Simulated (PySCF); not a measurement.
Gas-phase reaction: Zn + CH3OCH3 + O = Zn(OH)2 + C2H4

Computed with PySCF (xtb for GFN2) and rigid-rotor harmonic-oscillator thermochemistry at 1 bar. † marks an energy on the PBE0/def2-TZVP geometry and frequencies; other levels use their own. CCSD(T) freezes the core. 6-31G* has spherical d functions here. Open shells (unrestricted): O (multiplicity 3, electronic degeneracy 9); the rest are closed-shell singlets. GFN2 has no spin-polarisation term. Spin-orbit splitting is ignored; it lowers the true energy and changes the entropy of O. Zn: all electrons, no relativistic terms. No R ln 2 is added for the mirror-image form of Zn(OH)2. Zn(OH)2: computed as isolated molecules; such fragments, hydroxides, amides, oligomers or adducts are transient or little studied in the gas. CCSD(T) isn't extrapolated to the basis-set limit; its ΔH°(298 K) is -434.5 kJ in def2-SVP and -506.6 kJ in def2-TZVPP. The harmonic model lacks anharmonicity and excited electronic states, which grow with temperature; levels with a mode under 35 cm⁻¹ are left out. Internal rotation in CH3OCH3 is treated as a harmonic vibration of one conformer, which makes the entropy rough. Warning, point group unlike the PBE0 one: Zn(OH)2 (GFN2-xTB).

```csv
level,"ΔE electronic, kJ","ΔH°(298 K), kJ","ΔS°(298 K), J/K","ΔG°(1400 K), kJ"
CCSD(T)/def2-TZVPP†,-499,-507,-82,-398
GFN2-xTB,-712,-723,-74,-627
HF/6-31G*,-262,-274,-79,-172
HF/def2-TZVP†,-260,-268,-82,-159
M06-2X/def2-TZVP†,-493,-501,-82,-393
PBE0/def2-TZVP,-481,-489,-82,-381
LDA/def2-TZVP†,-613,-621,-82,-512
```
ΔH° is lowest at GFN2-xTB and highest at HF/def2-TZVP†. No reference value is set beside these.
